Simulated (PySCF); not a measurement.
An unknown gives this computed stick spectrum. Method: PySCF 2.14.0, density-fitted response routines, TDDFT B3LYP/def2-SVPD, vertical, gas phase, core orbitals frozen in the response. Geometries: PBE0-D3(BJ)/def2-SVP, one conformer each.

```csv
state,ν̃ (cm⁻¹),f,"main configurations (H = HOMO, L = LUMO)"
S1,33820,0.019,H→L (98%)
S2,42290,0.158,H→L+1 (88%)
S3,44360,0.080,H→L+2 (87%)
S4,45630,0.0028,"H-1→L (84%), H-2→L (9%)"
S5,46240,0.0028,H→L+3 (94%)
S6,49130,0.0054,H→L+4 (92%)
S7,50300,0.135,"H→L+5 (78%), H-2→L (11%)"
S8,51270,0.235,"H-2→L (46%), H→L+6 (18%)"
S9,51860,0.029,H→L+7 (85%)
S10,52110,0.097,"H→L+6 (71%), H-2→L (10%), H→L+5 (9%)"
```

Triplets computed (Tamm–Dancoff): 3.78, 4.23, 4.48, 5.09 eV.

Orbital energies (eV): HOMO-3 -8.63, HOMO-2 -7.43, HOMO-1 -7.35, HOMO -5.80, LUMO -0.72, LUMO+1 0.07, LUMO+2 0.50.

Problem. Which candidate is it? All have the formula C6H14P2.
A. `C=CP(CC)P(C)C`
B. `C=CC[P@](=C)(P)CC`
C. `C/C=C/[P@@](=C)(CP)C`

Solution. A. Its S1, at 4.19 eV, is the highest among the candidates; the nearest of the others has S1 at 3.46 eV. S1 is HOMO→LUMO (98%). Löwdin shares by element: HOMO phosphorus 73%, carbon 10% or more (atoms not listed hold the other 17%); LUMO carbon 60% or more, phosphorus 16% (atoms not listed hold the other 24%). At the same level the other candidates give, for their lowest levels:
- `C=[P@](C)(/C=C/C)CP`: 3.46 eV (f 0.081); 4.05 eV (f 0.021); 4.55 eV (f 0.001); 4.81 eV (f 0.037); 5.02 eV (f 0.011); T1 2.90 eV; HOMO -4.75, LUMO -0.61 eV
- `C=CC[P@](=C)(P)CC`: 3.29 eV (f 0.029); 3.97 eV (f 0.014); 4.11 eV (f 0.074); 4.35 eV (f 0.019); 4.74 eV (f 0.002); T1 3.00 eV; HOMO -4.74, LUMO -0.69 eV

Conformer computed: `[CH2:1]=[CH:2][P:3]([CH2:4][CH3:5])[P:6]([CH3:7])[CH3:8]`: C1–C2–P3–C4 -146°, C2–P3–C4–C5 74°, C2–P3–P6–C7 -178°.
